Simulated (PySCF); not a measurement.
PySCF 2.14 output of an unrestricted r2SCAN calculation on a single atom or ion in aug-cc-pVTZ-PP with ECP10MDF, with a scalar-relativistic core potential:

```
SCF conv_tol = 1e-09
number electrons alpha = 13  beta = 10
    J. W. Furness, A. D. Kaplan, J. Ning, J. P. Perdew, and J. Sun.,  J. Phys. Chem. Lett. 11, 8208-8215 (2020)
    J. W. Furness, A. D. Kaplan, J. Ning, J. P. Perdew, and J. Sun.,  J. Phys. Chem. Lett. 11, 9248-9248 (2020)
    J. W. Furness, A. D. Kaplan, J. Ning, J. P. Perdew, and J. Sun.,  J. Phys. Chem. Lett. 11, 8208-8215 (2020)
    J. W. Furness, A. D. Kaplan, J. Ning, J. P. Perdew, and J. Sun.,  J. Phys. Chem. Lett. 11, 9248-9248 (2020)
cycle= 1 E= -414.980971648745  delta_E= -0.00812  |g|= 0.0548  |ddm|= 0.249
cycle= 2 E= -414.981273770866  delta_E= -0.000302  |g|= 0.03  |ddm|= 0.0661
cycle= 3 E= -414.981403475053  delta_E= -0.00013  |g|= 0.00147  |ddm|= 0.0245
cycle= 4 E= -414.981404242272  delta_E= -7.67e-07  |g|= 0.000207  |ddm|= 0.00337
cycle= 5 E= -414.98140426114  delta_E= -1.89e-08  |g|= 7.11e-06  |ddm|= 0.00063
cycle= 6 E= -414.981404261194  delta_E= -5.41e-11  |g|= 8.23e-07  |ddm|= 3.6e-05
converged SCF energy = -414.981404261194  <S^2> = 3.7541043  2S+1 = 4.0020516
```

The run itself started from symmetry-adapted Hartree-Fock orbitals and held the occupation by maximum overlap, on a logarithmic radial grid, so the iterations belong to that start.

Which element, charge and spin multiplicity is this?

Br²⁺ (bromine, charge +2), multiplicity 4; the state was [Ar] 3d10 4s1 4p4, high-spin 4P determinant (an excited configuration).

Energies and moments cover only the electrons outside the core potential.
